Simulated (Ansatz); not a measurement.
Ansatz (an electronic-structure program) input (CCSD(T)/cc-pVTZ):

Ansatz 0.2 input:
```yaml
crystal:
  periodic: [false, false, false]
  atoms:
    - {symbol: Si, position_ang: [-3.24254524, 0.12090775, 0.65960470]}
    - {symbol: O, position_ang: [-1.69788195, -0.41151646, 0.45069979]}
    - {symbol: C, position_ang: [-0.62734102, 0.42395338, 0.03877313]}
    - {symbol: C, position_ang: [0.62734102, -0.42395338, -0.03877313]}
    - {symbol: O, position_ang: [1.69788195, 0.41151646, -0.45069979]}
    - {symbol: Si, position_ang: [3.24254524, -0.12090775, -0.65960470]}
    - {symbol: H, position_ang: [-3.29696128, 1.18623411, 1.69229315]}
    - {symbol: H, position_ang: [-3.78359946, 0.67637531, -0.60650862]}
    - {symbol: H, position_ang: [-4.03130235, -1.05099664, 1.08649888]}
    - {symbol: H, position_ang: [-0.47152385, 1.24041760, 0.75215771]}
    - {symbol: H, position_ang: [-0.83045273, 0.86436193, -0.94336552]}
    - {symbol: H, position_ang: [0.83045273, -0.86436193, 0.94336552]}
    - {symbol: H, position_ang: [0.47152385, -1.24041760, -0.75215771]}
    - {symbol: H, position_ang: [3.78359946, -0.67637531, 0.60650862]}
    - {symbol: H, position_ang: [4.03130235, 1.05099664, -1.08649888]}
    - {symbol: H, position_ang: [3.29696128, -1.18623411, -1.69229315]}
basis:
  gaussian:
    orbitals: cc-pVTZ
magnetization: {spin_polarized: false}
correlation: {method: ccsd_t, electrons: outside_noble_gas}
```

Output:

```
Functional definition: HF
integrals: 3.39 GiB planned
1876 factors; integrals over basis functions are off by at most 1.1e-3 eV
1.92 GiB of device memory are held for the factors and their scratch space
mean field: 2.05 GiB planned
mean field evaluation 1: about -22018.0746 eV, gradient 4.2e1 eV
mean field evaluation 2: about -22018.4803 eV, gradient 4.3e1 eV
mean field evaluation 4: about -22022.7089 eV, gradient 5.0e0 eV
mean field evaluation 8: about -22022.7814 eV, gradient 2.0e-1 eV
mean field evaluation 16: about -22021.2754 eV, gradient 2.4e1 eV
mean field -22022.78158373 eV, -809.3222956246 hartree, gradient 2.3e-6 eV, S^2 0.000000; 0 other end points of the search recorded, 0 dependent functions left out
14 core orbitals not correlated
reference -22022.78158373 eV, -809.3222956246 hartree; 19, 19 occupied and 295, 295 virtual orbitals, 1876 factors
second order -29.02297798 eV of doubles, -0.00000000 eV of singles
coupled cluster: 18.87 GiB planned
cycle   1  -29.77765252 eV  change   -7.5e-1 eV  update   1.2e-1
cycle   2  -30.57798658 eV  change   -8.0e-1 eV  update   3.5e-2
cycle   3  -30.74523898 eV  change   -1.7e-1 eV  update   1.7e-2
cycle   4  -30.72747252 eV  change    1.8e-2 eV  update   3.4e-3
cycle   5  -30.72767726 eV  change   -2.0e-4 eV  update   1.5e-3
cycle   6  -30.72828644 eV  change   -6.1e-4 eV  update   4.0e-4
cycle   7  -30.72794918 eV  change    3.4e-4 eV  update   1.5e-4
cycle   8  -30.72792032 eV  change    2.9e-5 eV  update   5.2e-5
cycle   9  -30.72794767 eV  change   -2.7e-5 eV  update   1.9e-5
perturbative correction -1.10448016 eV, -0.0405888971 hartree
Total energy: -22054.61401156 eV, -810.4921157704 hartree
```
